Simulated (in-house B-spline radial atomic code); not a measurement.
Multiplet parameters of the 4d3 shell in Ru VI (Ru5+) ([Kr] 4d3). Level of theory: non-relativistic Hartree-Fock, average of configuration, point nucleus; calculated with a radial B-spline atomic code at the basis-set limit.

Slater integrals: F^2 = 78265 cm⁻¹, F^4 = 52063 cm⁻¹. Central-field spin-orbit parameter ζ(4d) = 1523 cm⁻¹ (bare central field on non-relativistic orbitals, without two-electron terms: too large for light atoms, too small for heavy ones).

Problem. What are Racah's B and C?

Solution. B = F^2/49 - 5F^4/441 = 1007 cm⁻¹, C = 35F^4/441 = 4132 cm⁻¹, C/B = 4.10.

Problem. Where do the terms lie in LS coupling, without spin-orbit interaction?

Solution. In cm⁻¹ above the Hund's-rule term (some of the terms):
| term | expression | energy |
| --- | --- | --- |
| 4F | 0B + 0C | 0 |
| 4P | 15B + 0C | 15104 |
| 2G | 4B + 3C | 16424 |
| 2H | 9B + 3C | 21459 |
| 2F | 24B + 3C | 36563 |

Problem. Is LS coupling a fair picture here?

Solution. Fits to spectra need these integrals scaled down, since correlation screens the repulsion. Here ζ is 1.51 times B, so the coupling is intermediate: spin-orbit interaction mixes the terms, and LS labels name only the largest part.
